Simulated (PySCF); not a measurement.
C6H12OSi2.
Geometry (GFN2-xTB, Å), atoms numbered from 1 in this order:
```xyz
21
C6H12OSi2 angstrom
C     -3.359   -0.585    0.118
C     -1.918   -0.120   -0.032
C     -1.286    0.308    1.272
O     -1.905    0.376    2.309
Si     0.596    0.706    1.240
C      1.062    1.538   -0.391
C      1.972    0.952   -1.163
C      2.665   -0.329   -0.819
Si     1.974   -1.099    0.798
H     -3.778   -0.864   -0.846
H     -3.406   -1.443    0.785
H     -3.964    0.209    0.550
H     -1.293   -0.908   -0.462
H     -1.855    0.738   -0.707
H      0.843    1.578    2.393
H      0.626    2.474   -0.712
H      2.270    1.399   -2.107
H      3.734   -0.120   -0.725
H      2.580   -1.012   -1.667
H      1.344   -2.388    0.472
H      3.088   -1.393    1.704
```

NICS = −σ at a ghost point: NICS(0) at the centroid of the ring atoms, NICS(1) 1 Å to either side along the normal of their mean plane, zz for the tensor component along that normal. Level: GIAO PBE0/pcSseg-1 (PySCF, non-relativistic, gas phase) on the GFN2-xTB geometry, one conformer.

Ring bond lengths (Å), with Mayer bond orders in brackets: Si5–C6 1.889 (0.87), C6–C7 1.329 (1.92), C7–C8 1.496 (1.05), C8–Si9 1.920 (0.87), Si9–Si5 2.313 (0.93).

Give the NICS values of each ring in ppm.

| ring | type | NICS(0) | NICS(1), two faces | NICS(1)zz, two faces | rms pucker (Å) | centre to ring atoms, mean (Å) |
| --- | --- | --- | --- | --- | --- | --- |
| Si5–C6–C7–C8–Si9 | 5-membered ring with 2 Si; formal bonds 1 double, 4 single | -1.9 | -3.3 / -2.8 | -2.4 / -2.5 | 0.03 | 1.50 |

What do they say, and how far can they be read as aromaticity?

- Si5–C6–C7–C8–Si9: mean NICS(1)zz -2.4 ppm, near zero. Si5, C8, Si9 have four or more neighbours; no verdict on aromaticity is drawn.

What is the mean of the two in-plane components of NICS at the first NICS(1) probe listed for ring Si5–C6–C7–C8–Si9, 1 Å off the ring?

The isotropic value is a third of the trace: (3 × -3.3 − (-2.4))/2 = -3.7 ppm.

What are the shieldings of the ring atoms and their hydrogens in the same run (means over atoms taken as equivalent)?

```csv
atoms,environment,σ isotropic (ppm),"principal values of the symmetric part, first atom (ppm)"
Si5,SiH silicon,401.6,"379.6, 387.9, 437.2"
C6,alkene CH carbon,51.2,"-54.8, 50.8, 157.5"
C7,alkene CH carbon,23.5,"-95.8, 20.8, 145.4"
C8,sp3 carbon bound to silicon,165.3,"148.1, 154.8, 193.1"
Si9,SiH2 silicon,425.9,"398.8, 408.6, 470.3"
H15,Si–H hydrogen,27.15,"23.6, 25.1, 32.8"
H16,vinylic hydrogen,25.23,"23.7, 25.4, 26.6"
H17,vinylic hydrogen,24.34,"22.1, 24.2, 26.7"
H18,methylene hydrogen,29.60,"24.5, 27.6, 36.7"
H19,methylene hydrogen,29.45,"24.8, 27.6, 36.0"
H20,Si–H hydrogen,27.87,"25.1, 25.2, 33.3"
H21,Si–H hydrogen,27.79,"23.9, 25.4, 34.1"
```
